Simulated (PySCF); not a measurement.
## Dipole response of P⁺ (phosphorus, charge +1)

[Ne] 3s2 3p2, high-spin 3P determinant. Computed with PySCF 2.14 in x2c-TZVPPall with one added diffuse shell each of s, p, d type (6s6p4d1f, 51 functions), with the spin-free X2C one-electron Hamiltonian (Gaussian nucleus). Coupled (time-dependent) response in atomic units; α is the mean over directions.

| method | mean α (bohr³) | α xx, yy, zz | C₆ (like pair) | S(−4) |
| --- | --- | --- | --- | --- |
| UHF | 14.42 | 14.03, 14.62, 14.62 | 74.81 | 69.51 |
| PBE | 14.40 | 13.75, 14.72, 14.72 | 74.30 | 68.60 |
| PBE0 | 14.28 | 13.74, 14.55, 14.55 | 73.59 | 66.75 |
| BP86 | 14.40 | 13.72, 14.73, 14.73 | 74.25 | 68.46 |
| TPSS | 14.33 | 13.80, 14.59, 14.59 | 74.60 | 66.83 |

S(−4) is the Cauchy moment in α(ω) = α(0) + S(−4) ω² + …

α(iu) at BP86:

```
u (hartree)  α(iu) (bohr³)
          0          14.40
     0.0500          14.23
      0.100          13.75
      0.200          12.13
      0.300          10.18
      0.500          6.813
      0.750          4.217
       1.00          2.794
       1.50          1.472
       2.00         0.9183
       3.00         0.4770
       5.00         0.2183
```

For an ion, C₆ is the dispersion term alone; charge-induced terms of lower order in 1/R come first.

The components differ because the open shell of this determinant is not spherical; for a pure term their mean is the scalar polarisability.
